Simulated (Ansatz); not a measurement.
A structure relaxed at PBE0-D4/def2-SVPD in Ansatz, charge -1, doublet:

Cartesian coordinates in Å:
```
Te 1.055 0.938 -0.024
Te -1.202 0.253 -1.422
Te 0.147 -1.191 1.446
```

Task: Give its formula and point group.

Result: the cluster Te₃⁻. Point group C2v (tolerance 0.1 Å).

Task: Summarise the bond lengths by kind (pairs closer than 1.2 times the sum of covalent radii, bridged metal pairs left out).

Result: 2 × Te–Te 2.74 Å.

In the def2 sets Te takes a core potential; there is no spin–orbit coupling. Another isomer (doublet) lies 0.49 eV lower at PBE0-D4/def2-TZVPD; other spin states weren't run for this one.
